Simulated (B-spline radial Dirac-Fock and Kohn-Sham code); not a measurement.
## Relativistic shifts of the levels of As³⁺

System: As³⁺, 1s2 2s2 2p6 3s2 3p6 3d10 4s2.

Both columns are ΔSCF binding energies of the configuration average from a radial B-spline solver: non-relativistic Hartree-Fock with a point nucleus, and Dirac-Fock with a finite nucleus and the Coulomb interaction alone, averaged over the two j levels with weights 2j+1.

```
shell  Hartree-Fock (eV)  Dirac-Fock (eV)  shift (eV)  shift (%)
   1s            11759.1          11938.1     +179.01      +1.52
   2s             1544.2           1584.3      +40.17      +2.60
   2p             1374.5           1383.9       +9.33      +0.68
   3s              247.9            254.6       +6.67      +2.69
   3p              189.3            190.8       +1.51      +0.80
   3d              86.96            85.85       -1.11      -1.28
   4s              47.17            47.87       +0.70      +1.49
```

Relativity binds 1s, 2s, 2p, 3s, 3p, 4s more strongly, among those listed most of all 3s in relative terms, and 3d more weakly, because the contracted s and p shells screen the nucleus better.

Values without a named source are computed, but for edge energies of neutral atoms, which are taken from tables.
